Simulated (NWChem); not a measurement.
# Lowest excitation of ClSi (+1)

```
Si
Cl 1 1.9939
```
Charge +1, spin multiplicity 1.

Everything below was run with NWChem. All single points use one geometry, from PBE/def2-SVP, a minimum by its harmonic frequencies.

Basis set: def2-SVPD.

| method | lowest vertical singlet excitation energy (eV) | relative cost | difference from EOM-CCSD |
|---|---|---|---|
| TDA-LDA (SVWN5) | 5.12 | 1 | -0.48 |
| TD-B3LYP | 5.36 | under 3 | -0.24 |
| TD-PBE | 5.13 | under 3 | -0.47 |
| CIS | 5.84 | under 3 | +0.23 |
| EOM-CCSD | 5.60 | under 3 | 0.00 |

The values span 0.71 eV, from TDA-LDA (SVWN5) (lowest) to CIS (highest). The cost column gives rough processor time relative to TDA-LDA (SVWN5); each entry includes its own SCF.

The correlated methods keep 10 core orbitals frozen. B3LYP has NWChem's definition, with VWN1-RPA local correlation. The structure started from a generated list of species. Coupled-cluster values serve here as a point of comparison, not as the truth.
